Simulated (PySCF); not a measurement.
Method: B3LYP-D3(BJ)/def2-TZVP // B3LYP-D3(BJ)/def2-SVP (PySCF). All species are isolated molecules in the gas phase. One relaxed conformer stands for a flexible species; it need not be the lowest. B3LYP has the VWN-RPA correlation part, as in Gaussian. Delta-SCF ions had no search for a lower state. 

Reference species (SMILES): `Bc1c(F)ccc2ncccc12` (neutral, multiplicity 1).

```yaml
LUMO: -2.71 eV
vertical ionisation energy (Delta-SCF): 8.81 eV
```

Changed species: `Bc1c(F)ccc2cccnc12`.

Task: What does the change do to the LUMO and vertical ionisation energy (Delta-SCF)?

Result: the LUMO goes up by 0.14 eV, to -2.57 eV; the vertical ionisation energy (Delta-SCF) drops by 0.03 eV, to 8.78 eV.
